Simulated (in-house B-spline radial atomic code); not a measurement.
Values are calculated unless marked as measured or tabulated.
# Making a Troullier-Martins s channel for Be, r_c = 2.3 bohr

Be, [He] 2s2, non-relativistic PBE, spherical and spin-unpolarised, from a B-spline radial code for spherical atoms (atomic units). The all-electron 2s level is ε = -0.206120 hartree, its outermost node lies just inside 0.60 bohr and its outer maximum at 2.04 bohr.

Inside r_c the pseudo-orbital is u(r) = r^1 exp(p(r)), with p = c0 + c2 r² + c4 r⁴ + … + c12 r¹². The seven coefficients follow from p and its first four derivatives at r_c, from zero curvature of the screened potential at the origin, c4 = −c2²/(2l + 5), and from the norm inside r_c. At r_c the all-electron orbital has P = 0.6262378, P' = -0.08176365, the screened potential V = -0.4124924, V' = 0.3111708, V'' = -0.3021268, and the norm inside is Q = 0.4546878.

Task: What are p, p' and p'' at r_c?

Result: p = ln(P/r_c^1) = ln(0.6262378/2.3) = -1.30093. p' = P'/P − 1/r_c = -0.13056 − 0.43478 = -0.56535. The radial equation gives p'' = 2(V − ε) − 2(1) p'/r_c − p'² = -0.41274 − (-0.49161) − 0.31962 = -0.24076. Differentiating, p''' = 2V' + 2(1)p'/r_c² − 2(1)p''/r_c − 2p'p'' = 0.34573, and p'''' = 2V'' − 4(1)p'/r_c³ + 4(1)p''/r_c² − 2(1)p'''/r_c − 2p''² − 2p'p''' = -0.62608.

For a trial c2 the five matching conditions are linear in c0, c6, c8, c10 and c12, and c2 is varied until the norm inside r_c equals Q. The root nearest zero gives:

| n | c_n |
| --- | --- |
| 0 | -1.140422 |
| 2 | 0.1461296 |
| 4 | -0.004270772 |
| 6 | -0.02724729 |
| 8 | 0.007577426 |
| 10 | -0.0008369467 |
| 12 | 3.435034e-05 |

Task: Check c4 and p(r_c), and find the screened pseudopotential at the origin.

Result: −c2²/5 = -0.00427077, as listed. The terms c_n r_c^n are -1.14042, 0.77303, -0.11951, -4.03358, 5.93396, -3.46718, 0.75277, which sum to -1.30093. Inverting the radial equation, V_l(r) = ε + 1 p'/r + (p'' + p'²)/2, so V_l(0) = ε + (2l + 3) c2 = -0.20612 + 3 × (0.14613) = 0.2323 hartree, finite where the all-electron potential diverges.

Orbitals and screened potentials:

```json
{"r (bohr)": "0.23", "P": "-0.252", "u": "0.0741", "V all-electron": "-12.68", "V pseudo": "0.2307"}
{"r (bohr)": "0.575", "P": "-0.01755", "u": "0.1927", "V all-electron": "-3.53", "V pseudo": "0.177"}
{"r (bohr)": "0.92", "P": "0.2753", "u": "0.3275", "V all-electron": "-1.734", "V pseudo": "-0.05503"}
{"r (bohr)": "1.265", "P": "0.4799", "u": "0.4711", "V all-electron": "-1.011", "V pseudo": "-0.4557"}
{"r (bohr)": "1.61", "P": "0.5947", "u": "0.5862", "V all-electron": "-0.7274", "V pseudo": "-0.7166"}
{"r (bohr)": "1.955", "P": "0.6359", "u": "0.6352", "V all-electron": "-0.5408", "V pseudo": "-0.5989"}
{"r (bohr)": "2.3", "P": "0.6262", "u": "0.6262", "V all-electron": "-0.4125", "V pseudo": "-0.4125"}
```

Logarithmic derivatives P'/P at R = 2.6 bohr, for energies E around ε:

```json
{"E − ε (hartree)": "-0.5", "all-electron": "0.738789", "pseudo": "0.735245"}
{"E − ε (hartree)": "-0.25", "all-electron": "0.360779", "pseudo": "0.358884"}
{"E − ε (hartree)": "-0.1", "all-electron": "0.0429109", "pseudo": "0.0423806"}
{"E − ε (hartree)": "0", "all-electron": "-0.239773", "pseudo": "-0.239778"}
{"E − ε (hartree)": "0.1", "all-electron": "-0.621699", "pseudo": "-0.623043"}
{"E − ε (hartree)": "0.25", "all-electron": "-1.59235", "pseudo": "-1.61451"}
{"E − ε (hartree)": "0.5", "all-electron": "-14.3101", "pseudo": "-19.6063"}
```

Task: With P(R) = 0.5918587 and a norm of 0.5665484 inside R, what slope in energy does norm conservation fix?

Result: d(P'/P)/dE = −2 × (norm inside R)/P(R)² = -3.2347 per hartree·bohr at E = ε, for both atoms, since orbital and norm agree at R. Differences over ±0.1 hartree give -3.3230 (all-electron) and -3.3271 (pseudo), which also hold third-order terms. Half a hartree below ε the two curves differ by -0.0035.
